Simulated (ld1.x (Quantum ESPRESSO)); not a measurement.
**Before and after: RRKJ potential for boron**

- Element: B (Z = 5)
- Generator: ld1.x (Quantum ESPRESSO) 7.5
- Type: norm-conserving RRKJ (Kleinman–Bylander form)
- Functional: PBE
- Relativity: non-relativistic
- Frozen core: [He]
- Valence charge: 3
- Reference configuration: 2s1 2p0 (charge +2)
- Partial waves: 2p (bound, empty): rc 1.85 bohr; 2s (bound): rc 1.00 bohr
- Local potential: the s channel
- Core correction: Bessel-smoothed model core, default radius (core density twice the valence density)

Change: all radii but the core radius scaled by about 0.84 (s 0.84, p 1.56 bohr).

Cutoffs: the cutoffs (Ry, on a coarse ladder) from which the occupation-weighted sum of valence levels, in a spherical-Bessel basis at the reference potential, stays within 10 and 1 mRy of its value at 400 Ry; they do not see the model core or the augmentation charge, which bear on the density cutoff. Errors are all-electron minus pseudo energies relative to the spin-unpolarised reference configuration.

**Question.** Predict the effect on cutoff, ghosts and configuration errors.

**Answer.** The potential gets harder (50 Ry and 110 Ry → 100 Ry and 180 Ry); of the 7 tests that both files solve, the error grows in 1 and shrinks in 5 by more than 15 % and 0.3 meV (median size 70.8 → 55.9 meV); neither file shows a bound ghost. A smaller radius makes the pseudo-wave follow the all-electron one further in, where it bends more sharply, so more plane waves are needed.

```tsv
quantity	base	changed
cutoff, loose	50 Ry	100 Ry
cutoff, tight	110 Ry	180 Ry
bound ghosts	none	none
error for 2s2 2p1, meV [ΔE -33.64 eV]	+71	+56
error for 2s2 2p0, meV [ΔE -25.42 eV]	+19	+25
error for 2s2 2p0.5, meV [ΔE -30.75 eV]	+49	+43
error for 2s0 2p3, meV [ΔE -21.93 eV]	+140	+85
error for 2s2 2p1.3, meV [ΔE -34.38 eV]	+77	+59
error for 2s1 2p2, meV [ΔE -27.79 eV]	+100	+60
error for 2s1 2p1, meV [ΔE -19.28 eV]	+56	+33
```
